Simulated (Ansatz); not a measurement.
Ansatz (a first-principles code) input (PBE/6-31G* with LANL2DZ past Ar): The .json file joins the Basis Set Exchange's 6-31G* for atoms up to Ar and LANL2DZ past it.

Ansatz 0.2 input:
```yaml
crystal:
  periodic: [false, false, false]
  atoms:
    - {symbol: Mo, position_ang: [0.07138321, -0.05643919, -0.08448707]}
    - {symbol: O, position_ang: [-1.29345374, -1.13831181, -0.01304596]}
    - {symbol: O, position_ang: [-0.20625833, 1.48595911, -0.84754326]}
    - {symbol: O, position_ang: [1.12495018, -0.05134153, 1.30414634]}
basis:
  gaussian:
    orbitals: 6-31Gs+LANL2DZ.json
hamiltonian:
  xc: {name: PBE}
total_charge: -1
magnetization: {spin_polarized: true, initial_magnetization: 1}
relax: {f_tol: 0.003, max_steps: 120}
```

Problem. Predict the final energy.

Solution. -293.13713 Eh.
